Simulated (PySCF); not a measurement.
Computed with TPSSh-D3(BJ)/def2-TZVP // r2SCAN-D4/def2-SVP (PySCF). Gas-phase values, no solvent. One relaxed conformer stands for a flexible species; it need not be the lowest. 

Reference species: [Hf(NH2)4] (neutral, multiplicity 1).

```yaml
charge on the central atom (Mulliken): 1.42 e
LUMO: -0.07 eV
HOMO–LUMO gap: 5.82 eV
```

Changed species: [Hf(F)3(NH2)] (1 of 4 F replaced by NH2; the reference has 4 of 4 F replaced by NH2).

**Question.** What does the change do to the charge on the central atom (Mulliken), LUMO and HOMO–LUMO gap?

**Answer.** the charge on the central atom (Mulliken) increases by 0.20 e, to 1.62 e; the LUMO decreases by 0.92 eV, to -0.99 eV; the HOMO–LUMO gap increases by 0.50 eV, to 6.32 eV.
